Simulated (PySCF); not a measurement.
A calculated (PBE, PySCF 2.14, x2c-SVPall, the spin-free X2C one-electron Hamiltonian (Gaussian nucleus)) atom or ion has these occupied shells.

| shell | electrons | orbital energy (eV) | rms radius, mean of both spins (bohr) |
| --- | --- | --- | --- |
| 1s α | 1 | -8208.1 | 0.0625 |
| 1s β | 1 | -8208.1 | 0.0625 |
| 2s α | 1 | -984.69 | 0.265 |
| 2s β | 1 | -984.17 | 0.265 |
| 2p α | 3 | -847.99 | 0.238 |
| 2p β | 3 | -847.60 | 0.238 |
| 3s α | 1 | -115.02 | 0.798 |
| 3s β | 1 | -113.86 | 0.798 |
| 3p α | 3 | -75.552 | 0.853 |
| 3p β | 3 | -74.416 | 0.853 |
| 3d α | 5 | -13.568 | 1.27 |
| 3d β | 4 | -12.647 | 1.27 |

(1) Name the element and its charge.

## Answers

(1) Ni⁺ (nickel, charge +1), in [Ar] 3d9, 2D determinant.
